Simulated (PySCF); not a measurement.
Compound: C₅H₁₄Si₃.
SMILES: `C=C[Si]([SiH3])([SiH3])C1CC1`

Torsions of this conformer, `[CH2:1]=[CH:2][Si:3]([SiH3:4])([SiH3:5])[CH:6]1[CH2:7][CH2:8]1`: C1–C2–Si3–Si4 -9°, C2–Si3–C6–C7 -160°.

The closed-shell ground state was solved at several levels (PySCF, density fitting, gas phase, non-relativistic). Geometry: PBE0-D3(BJ)/def2-SVP, one conformer, isolated molecule.

| level | basis functions | HOMO (eV) | LUMO (eV) | gap (eV) | dipole (D) |
| --- | --- | --- | --- | --- | --- |
| PBE0/pcSseg-1 | 227 | -7.36 | -0.65 | 6.71 | 1.28 |
| B3LYP/pcSseg-1 | 227 | -7.16 | -0.83 | 6.33 | 1.31 |

(1) Estimate the row for B3LYP/def2-SVPD, a basis of 284 functions; the other rows only guide the guess.

(2) Over all these levels, which gives the widest orbital gap and which the narrowest?

(3) How far do the dipole and the HOMO energy spread over the levels?

## Answers

(1) HOMO -7.12 eV, LUMO -0.87 eV, gap 6.25 eV, dipole 1.30 D.

(2) PBE0/pcSseg-1 (global hybrid, 25 % exact exchange) has the widest, 6.71 eV, and B3LYP/def2-SVPD (global hybrid, 20 % exact exchange) the narrowest, 6.25 eV. Functional and basis both differ between the two, so the spread mixes both effects.

(3) The dipole runs from 1.28 to 1.31 D (mean 1.30 D) and the HOMO from -7.36 to -7.12 eV.
